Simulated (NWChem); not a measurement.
System: C$_{5}$H$_{3}$NS; SMILES C#Cc1cncs1

Input file for NWChem:

```
start job
memory heap 200 mb stack 900 mb global 1100 mb
geometry units angstroms noautoz
  C     -0.032415     3.087152     0.002513
  C     -0.118630     1.876286    -0.000419
  C     -0.214801     0.467148    -0.001626
  C     -1.347106    -0.324550    -0.001220
  N     -1.135889    -1.664139     0.000757
  C      0.134854    -1.932485     0.001844
  S      1.182486    -0.561744     0.000440
  H      0.037965     4.159455     0.009592
  H     -2.362039     0.075930    -0.002591
  H      0.547688    -2.944376     0.003294
end
basis spherical
  * library def2-tzvp
end
dft
  xc xctpssh
  iterations 150
  semidirect filesize 400000000
  mulliken
end
task dft energy
```

NWChem printed, in part:

```
             Northwest Computational Chemistry Package (NWChem) 7.3.0
             --------------------------------------------------------

 C1  symmetry detected

                             Geometry "geometry" -> ""
                             -------------------------

 Output coordinates in angstroms (scale by  1.889725989 to convert to a.u.)

  No.       Tag          Charge          X              Y              Z
 ---- ---------------- ---------- -------------- -------------- --------------
    1 C                    6.0000    -0.03809832     3.09247827     0.00154252
    2 C                    6.0000    -0.12015575     1.88132291    -0.00117235
    3 C                    6.0000    -0.21148750     0.47186280    -0.00212844
    4 C                    6.0000    -1.34106674    -0.32371890    -0.00112325
    5 N                    7.0000    -1.12524981    -1.66257435     0.00096367
    6 C                    6.0000     0.14640758    -1.92655476     0.00155066
    7 S                   16.0000     1.18932538    -0.55222441    -0.00050286
    8 H                    1.0000     0.02860182     4.16501769     0.00843177
    9 H                    1.0000    -2.35736955     0.07327316    -0.00212264
   10 H                    1.0000     0.56271471    -2.93702185     0.00297606

 Effective nuclear repulsion energy (a.u.)     307.0209367589

                                 NWChem DFT Module
                                 -----------------

 Summary of "ao basis" -> "ao basis" (spherical)
 ------------------------------------------------------------------------------
       Tag                 Description            Shells   Functions and Types
 ---------------- ------------------------------  ------  ---------------------
 C                         def2-tzvp                11       31   5s3p2d1f
 N                         def2-tzvp                11       31   5s3p2d1f
 S                         def2-tzvp                13       37   5s5p2d1f
 H                         def2-tzvp                 4        6   3s1p

            General Information
            -------------------
          SCF calculation type: DFT
          Wavefunction type:  closed shell.
          No. of atoms     :    10
          No. of electrons :    56
           Alpha electrons :    28
            Beta electrons :    28
          Charge           :     0
          Spin multiplicity:     1
          Use of symmetry is: off; symmetry adaption is: off
          Maximum number of iterations: 150
          AO basis - number of functions:   241
                     number of shells:    91
          Convergence on energy requested:  1.00D-06
          Convergence on density requested:  1.00D-05
          Convergence on gradient requested:  5.00D-04

              XC Information
              --------------
                  TPSS hybrid Method XC Functional
                     Hartree-Fock (Exact) Exchange  0.100
                  TPSS metaGGA Exchange Functional  0.900
             TPSS03 metaGGA Correlation Functional  1.000

             Grid Information
             ----------------
          Grid used for XC integration:  medium
          Radial quadrature: Mura-Knowles
          Angular quadrature: Lebedev.
          Tag              B.-S. Rad. Rad. Pts. Rad. Cut. Ang. Pts.
          ---              ---------- --------- --------- ---------
          C                   0.70       49          14.0       434
          N                   0.65       49          14.0       434
          S                   1.00       88          12.0       590
          H                   0.35       45          15.0       434
          Grid pruning is: on
          Number of quadrature shells:   517
          Spatial weights used:  Erf1

      Superposition of Atomic Density Guess
      -------------------------------------

 Sum of atomic energies:        -641.64712175

      Non-variational initial energy
      ------------------------------

 Total energy =    -645.772668
 1-e energy   =   -1487.039980
 2-e energy   =     534.246375
 HOMO         =      -0.245414
 LUMO         =      -0.031311

------------------------------------------------------------
EAF file 0: "./job.aoints.0" size=1121452032 bytes
------------------------------------------------------------
               write      read    awrite     aread      wait
               -----      ----    ------     -----      ----
     calls:     2139         0         0         0         0
   data(b): 1.12e+09  0.00e+00  0.00e+00  0.00e+00
   time(s): 0.00e+00  0.00e+00  0.00e+00  0.00e+00  0.00e+00
rate(mb/s): 0.00e+00  0.00e+00
------------------------------------------------------------

     ---------------------------------------------
      Total Density - Mulliken Population Analysis
     ---------------------------------------------

    Atom       Charge   Shell Charges
 -----------   ------   -------------------------------------------------------
    1 C    6     6.30   0.86  1.12  0.60  0.48  0.07  1.22  1.46  0.47  0.01  0.01  0.01
    2 C    6     6.01   0.86  1.12  0.60  0.43  0.13  1.19  1.27  0.29  0.02  0.09  0.02
    3 C    6     6.04   0.86  1.12  0.54  0.61  0.19  1.12  1.28  0.16  0.02  0.12  0.01
    4 C    6     6.01   0.86  1.12  0.56  0.58  0.11  1.15  1.15  0.37  0.02  0.08  0.01
    5 N    7     7.56   0.82  1.15  0.59  0.88  0.19  1.51  1.75  0.59  0.01  0.06  0.00
    6 C    6     5.85   0.86  1.12  0.55  0.62  0.10  1.05  1.12  0.33  0.02  0.08  0.01
    7 S   16    15.83   2.01  0.49  1.48  1.06  0.73  4.17  1.69  0.86  2.20  1.00  0.04  0.09  0.01
    8 H    1     0.74   0.21  0.41  0.09  0.02
    9 H    1     0.83   0.24  0.45  0.13  0.02
   10 H    1     0.83   0.24  0.45  0.12  0.02

   convergence    iter        energy       DeltaE   RMS-Dens  Diis-err
 ---------------- ----- ----------------- --------- --------- ---------
 d= 0,ls=0.0,diis     1   -645.2407258211 -9.52D+02  9.69D-03  1.00D+00
 d= 0,ls=0.0,diis     2   -645.1651133842  7.56D-02  4.14D-03  1.43D+00
 d= 0,ls=0.0,diis     3   -645.2955730786 -1.30D-01  1.70D-03  3.53D-01
 d= 0,ls=0.0,diis     4   -645.3300975187 -3.45D-02  6.58D-04  5.70D-02
 d= 0,ls=0.0,diis     5   -645.3363994251 -6.30D-03  2.66D-04  7.07D-03
  Resetting Diis
 d= 0,ls=0.0,diis     6   -645.3371025537 -7.03D-04  1.00D-04  1.64D-03
 d= 0,ls=0.0,diis     7   -645.3373132074 -2.11D-04  7.64D-05  6.08D-05
 d= 0,ls=0.0,diis     8   -645.3372777312  3.55D-05  4.88D-05  3.06D-04
 d= 0,ls=0.0,diis     9   -645.3373210069 -4.33D-05  7.80D-06  6.51D-06
 d= 0,ls=0.0,diis    10   -645.3373217536 -7.47D-07  1.56D-06  4.74D-07

         Total DFT energy =     -645.337321753598
      One electron energy =    -1491.478940957188
           Coulomb energy =      599.975598772465
    Exchange-Corr. energy =      -60.854916327756
 Nuclear repulsion energy =      307.020936758881

 Numeric. integr. density =       56.000007610152

                       DFT Final Molecular Orbital Analysis
                       ------------------------------------

 Vector   26  Occ=2.000000D+00  E=-2.812991D-01
              MO Center=  3.9D-01, -4.5D-01, -6.6D-04, r^2= 3.4D+00
   Bfn.  Coefficient  Atom+Function         Bfn.  Coefficient  Atom+Function
  ----- ------------  ---------------      ----- ------------  ---------------
   203      0.443947   7 S  pz              206      0.274196   7 S  pz
   200      0.198012   7 S  pz              132     -0.178513   5 N  pz
   194     -0.162482   7 S  pz              135     -0.156704   5 N  pz
   101     -0.153590   4 C  pz              104     -0.137090   4 C  pz
   138     -0.100431   5 N  pz                8     -0.094030   1 C  pz

 Vector   27  Occ=2.000000D+00  E=-2.668222D-01
              MO Center= -6.2D-01, -3.3D-01,  7.8D-04, r^2= 5.6D+00
   Bfn.  Coefficient  Atom+Function         Bfn.  Coefficient  Atom+Function
  ----- ------------  ---------------      ----- ------------  ---------------
   131      0.220937   5 N  py              130      0.209790   5 N  px
   134      0.183221   5 N  py              202      0.182654   7 S  py
     6     -0.179786   1 C  px              128     -0.175755   5 N  s
   133      0.174381   5 N  px               37     -0.155960   2 C  px
   137      0.153163   5 N  py                9     -0.147119   1 C  px

 Vector   28  Occ=2.000000D+00  E=-2.352243D-01
              MO Center= -3.2D-01,  6.3D-01, -5.4D-04, r^2= 4.8D+00
   Bfn.  Coefficient  Atom+Function         Bfn.  Coefficient  Atom+Function
  ----- ------------  ---------------      ----- ------------  ---------------
     8      0.230736   1 C  pz               70     -0.206063   3 C  pz
   101     -0.203320   4 C  pz              163      0.199839   6 C  pz
    11      0.190463   1 C  pz               73     -0.189283   3 C  pz
   104     -0.187161   4 C  pz              166      0.185992   6 C  pz
    39      0.139289   2 C  pz               14      0.137659   1 C  pz

 Vector   29  Occ=0.000000D+00  E=-7.190611D-02
              MO Center=  1.8D-02, -7.4D-02, -4.8D-04, r^2= 5.1D+00
   Bfn.  Coefficient  Atom+Function         Bfn.  Coefficient  Atom+Function
  ----- ------------  ---------------      ----- ------------  ---------------
   206      0.356651   7 S  pz              169     -0.309352   6 C  pz
    76     -0.260806   3 C  pz              163     -0.251027   6 C  pz
   166     -0.252134   6 C  pz              203      0.240111   7 S  pz
   107      0.234859   4 C  pz               14      0.227700   1 C  pz
    70     -0.213188   3 C  pz               73     -0.202863   3 C  pz

[...]
```

Level: TPSSh/def2-TZVP. Coordinates come from a PBE0/def2-SVP optimisation.
